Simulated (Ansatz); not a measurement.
Ansatz (a quantum-chemistry and plane-wave program) input (r2SCAN0/def2-TZVPD):

Ansatz 0.2 input:
```yaml
crystal:
  periodic: [false, false, false]
  atoms:
    - {symbol: Hg, position_ang: [-0.00000000, -0.00000000, -1.03539580]}
    - {symbol: I, position_ang: [0.00000000, 0.00000000, 1.56286159]}
basis:
  gaussian:
    orbitals: def2-TZVPD
hamiltonian:
  xc: {name: r2SCAN0}
total_charge: 1
output: {forces: true}
```

Output:

```
Functional definition: r2SCAN0
integrals: 0.04 GiB planned
910 factors; their error is unknown
mean field: 0.35 GiB planned
mean field evaluation 1: about -12266.3381 eV, gradient 4.2e1 eV
mean field evaluation 2: about -12234.1272 eV, gradient 1.0e2 eV
mean field evaluation 4: about -12271.9622 eV, gradient 4.6e0 eV
mean field evaluation 8: about -12272.2714 eV, gradient 6.7e-1 eV
mean field evaluation 16: about -12272.2718 eV, gradient 3.1e-5 eV
mean field -12272.27184038 eV, -450.9976716894 hartree, gradient 3.1e-5 eV, S^2 0.000000; 0 other end points of the search recorded, 0 dependent functions left out
the calculation of the forces begins
reference -12272.27184810 eV, -450.9976719731 hartree; 22, 22 occupied and 83, 83 virtual orbitals, 910 factors
Total energy: -12272.27184810 eV, -450.9976719731 hartree
Atom 0 at    -0.000000    -0.000000    -1.035396 Å, force     0.000000     0.000000     0.551851 eV/Å
Atom 1 at     0.000000     0.000000     1.562862 Å, force    -0.000000    -0.000000    -0.551851 eV/Å
Dipole moment:    -0.000000     0.000000    -0.572996 e Å
```
